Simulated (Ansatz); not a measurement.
Isolated molecules relaxed with PBE0-D4/def2-TZVP in Ansatz; ΔE leaves out vibrations. CCSD(T)/CBS adds triple-zeta CCSD(T) − MP2 to the extrapolated MP2 energy (def2 sets, frozen cores). Double bonds are as drawn, so ΔE can hold a change between cis and trans. Functionals use def2-TZVPP. B3LYP here is the variant with VWN-RPA as its local correlation; programs differ in this. def2 core potentials past Kr. For Ge, I outer-core shells are correlated without core-valence functions, which leaves a few kJ/mol of doubt a bond. Scalar relativity is left out up to krypton. Each species was taken in one conformer, which may not be the lowest.

`[Cl][GeH2][I]` + `C/N=C/S` → `S/C=[N]/[GeH2][Cl]` + `CI`  (formal exchange of groups at a Ge–I bond)

(1) Is it downhill or uphill in electronic energy at CCSD(T)/CBS, and by how much? (Estimate.)

(2) What do these levels give: BLYP, PBE0, B3LYP, r2SCANh, r2SCAN0, MP2/CBS(def2)? (Estimate.)

Largest T1 diagnostic among the species: 0.013.

Answers

(1) Computed: Uphill: ΔE = +47.3 kJ/mol.

(2) Ansatz gave: BLYP 50.0, PBE0 59.6, B3LYP 53.9, r2SCANh 55.2, r2SCAN0 57.7, MP2/CBS(def2) 46.8 kJ/mol.

From r2SCAN to r2SCAN0 (25 % exact exchange), in def2-TZVPP and without D4, ΔE moves by +4.1 kJ/mol. Leaving LDA and LC-ωPBE aside and taking each functional with its dispersion term where it has one, the values, not all of them listed here, spread over 11.2 kJ/mol, from BLYP-D4 to HSE06-D4. LDA lies +6.1 kJ/mol from PBE without D4. In def2-TZVPP, CCSD(T) changes the Hartree–Fock value by −14.3 kJ/mol (the triples alone add −3.2 kJ/mol) and MP2 by −14.8 kJ/mol.
